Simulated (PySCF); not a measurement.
Isomers C4H5F3:

A. SMILES C/C=C\C(F)(F)F
B. 1,1,2-trifluoro-2-methylcyclopropane (SMILES C[C@]1(F)CC1(F)F)
C. `FC(F)[C@@H]1C[C@@H]1F`

Spectrum 1. $^{1}$H NMR (400 MHz, computed): δ 1.73 (dt, J = 18.6, 2.4 Hz, 3H), 1.68 (m, 1H), 1.08 (m, 1H). $^{13}$C{$^{1}$H} NMR (computed): δ 118.1 (C, ddd, J = 375.3, 364.2, 8.1 Hz), 81.2 (C, ddd, J = 300.5, 8.5, 6.0 Hz), 24.2 (CH2, dt, J = 11.8, 7.4 Hz), 18.6 (CH3, dd, J = 20.5, 4.6 Hz).

Spectrum 2. $^{1}$H NMR (400 MHz, computed): δ 5.87 (m, 1H), 4.77 (m, 1H), 1.34 (m, 1H), 1.05 (m, 1H), 0.88 (m, 1H). $^{13}$C{$^{1}$H} NMR (computed): δ 122.2 (CH), 73.4 (CH), 23.3 (CH), 10.3 (CH2).

Spectrum 3. $^{1}$H NMR (400 MHz, computed): δ 6.46 (dq, J = 12.5, 8.4 Hz, 1H), 5.91 (dqq, J = 12.5, 8.0, 2.5 Hz, 1H), 2.14 (ddq, J = 8.4, 2.5, 2.4 Hz, 3H). $^{13}$C{$^{1}$H} NMR (computed): δ 150.3 (CH, q, J = 4.5 Hz), 132.6 (C, q, J = 337.9 Hz), 129.0 (CH, q, J = 33.8 Hz), 19.3 (CH3).

- GIAO PBE0/pcSseg-1 shieldings
- coordinates at the GFN2-xTB level
- spin–spin couplings from B3LYP/pcJ-1 (spin–dipole term left out of most H,H and C,H couplings)
- code: PySCF 2.14.0 with density-fitted response routines
- in vacuum, fast rotation and ring inversion assumed for equivalent nuclei, a single conformation, relativity neglected

Chemical shifts δ = σref − σ; TMS for $^{1}$H (σref 31.72), $^{13}$C (σref 186.93), all at this level. Multiplet labels drop J under 1 Hz and among equivalent protons, and merge close values. Unscaled 3J(H,H) run several per cent high. Splittings of carbon signals by F and P are missing where no couplings were computed. Where no couplings were computed, multiplicities follow the n + 1 count of equivalent neighbours, and m marks all less simple cases (inequivalent or close neighbours, rings, F or P nearby). One-bond C–F couplings are unscaled and too large by tens of Hz. Shifts are as computed. Against solution values, carbons near 30 ppm lie about +3 ppm off and those near 130 ppm about +5 ppm. Of 1211 compounds with measured shifts, 218 miss one by over three times the rms of a fit or turn the order of signals round; such compounds aren't used in these exercises.

Problem. Match each spectrum to its structure.

Solution. 1–B, 2–C, 3–A.

- Spectrum 1 (B): 4 $^{13}$C signals; δC 118.1 is a three-membered-ring carbon; δC 81.2 is a three-membered-ring carbon.
- Spectrum 2 (C): 4 $^{13}$C signals; δC 122.2 is an sp3 CH bonded to 2 F; δC 73.4 is a three-membered-ring carbon.
- Spectrum 3 (A): 4 $^{13}$C signals; δC 150.3 is an alkene CH; δC 132.6 is a CF3 carbon.
